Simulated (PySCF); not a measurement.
# Electron correlation in Tc (technetium, neutral)

[Kr] 4d5 5s2, high-spin 6S determinant. Calculation: PySCF 2.14, in aug-cc-pVTZ-DK (9s8p6d3f2g, 102 functions); scalar relativity by spin-free X2C-1e. Frozen: [Kr]; 7 electrons correlated.

```tsv
level	correlation energy (mhartree)
CCSD	-135.49
(T)	-5.91
CCSD(T)	-141.40
```

Diagnostics: T1 = 0.030, D1 = 0.1058, largest double amplitude 0.049.

Question: Is a single reference adequate?

Answer: Yes, within this model without spin-orbit coupling: T1 lies below 0.03 and no double amplitude reaches 0.07.
